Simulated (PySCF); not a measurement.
# What a mistake does to a calculation on BGeH5NSi cation

These are calculations, not measurements. The program is PySCF 2.14.0, an open-source quantum chemistry code, run on an isolated molecule that a program drew, which may never have been made. The molecule is BGeH5NSi cation (charge +1, singlet), drawn as the SMILES string `B[SiH+][GeH]=[NH]`.

Each row is a Hartree-Fock (HF) and frozen-core CCSD(T) single point in the cc-pV(D+d)Z basis, meant for a local HF minimum. Run 1 is clean. Each other run has one planted mistake out of seven kinds, and not every kind appears here: one electron removed, one electron added, multiplicity raised by two, geometry at a saddle point, minimal basis STO-3G, one bond length entered in bohr, all coordinates scaled. The reference is restricted for singlets and unrestricted otherwise, and also for a bond in bohr. Adding or removing an electron swaps singlet and doublet. Electrons count all cores. HOMO and LUMO are orbital energies over both spins, the gradient is its largest component, and the lowest frequency (negative if imaginary) is given only where the gradient is small. Bond lengths are over the 8 bonds as drawn. T1 is the CCSD diagnostic: over 0.02 (restricted) or 0.045 (unrestricted) a single reference is doubtful. Germanium has the cc-pVDZ-PP basis, with a core potential (ECP10MDF) in place of its 10 inner electrons, and its 3s, 3p and 3d shells are frozen in CCSD(T).

Geometry of the clean run:
```xyz
9
BGeH5NSi cation, angstrom
B     1.1699   -0.8745    1.8316
Si    0.9285   -0.8798   -0.1844
Ge   -0.3230    0.6298   -1.6296
N    -0.3017    0.3195   -3.2723
H     0.3857   -1.4742    2.4978
H     2.0833   -0.2640    2.2913
H     1.6090   -1.9603   -0.9208
H    -1.0421    1.7559   -0.9376
H     0.2279   -0.4781   -3.5942
```

| run | electrons | basis functions | <S^2> | HOMO (eV) | LUMO (eV) | gradient (hartree/bohr) | lowest frequency (cm^-1) | mean bond (Å) | longest bond (Å) | T1 | HF (hartree) | CCSD(T) (hartree) | mistake |
|---|---|---|---|---|---|---|---|---|---|---|---|---|---|
| 1 | 62 | 99 | 0.000 | -14.41 | -6.06 | 3.3e-05 | 44 | 1.5636 | 2.436 | 0.0257 | -663.97035 | -664.46388 | no fault |
| 2 | 62 | 99 | 1.394 | -13.55 | -5.57 | 8.5e-02 | - | 1.6961 | 2.436 | 0.0877 | -663.87080 | -664.34051 | one bond length entered in bohr |
| 3 | 62 | 99 | 0.000 | -14.08 | -6.01 | 3.3e-02 | - | 1.6199 | 2.524 | 0.0276 | -663.96044 | -664.46327 | ? |
| 4 | 62 | 99 | 2.067 | -12.86 | -4.96 | 8.0e-02 | - | 1.5636 | 2.436 | 0.0333 | -663.96584 | -664.41378 | ? |

**Which mistake was planted in run 3, and what did it cost?**

The mean and the longest bond both change by the same factor, 1.036, and the gradient is no longer small. So the mistake is: all coordinates scaled. Subtracting run 1 and multiplying by 627.51 kcal/mol a hartree, the energy moved by 6.2 kcal/mol in HF and 0.4 kcal/mol in CCSD(T).

**Which mistake was planted in run 4, and what did it cost?**

Electrons, basis and geometry are unchanged, and <S^2> is 2.067, beside S(S+1) = 2.00 for a multiplicity of 3. So the mistake is: multiplicity raised by two. Subtracting run 1 and multiplying by 627.51 kcal/mol a hartree, the energy moved by 2.8 kcal/mol in HF and 31.4 kcal/mol in CCSD(T).

Cautions from the logs. Run 1: T1 is over the limit, so its CCSD(T) energy is less reliable; run 2: T1 is over the limit, so its CCSD(T) energy is less reliable; run 3: T1 is over the limit, so its CCSD(T) energy is less reliable.
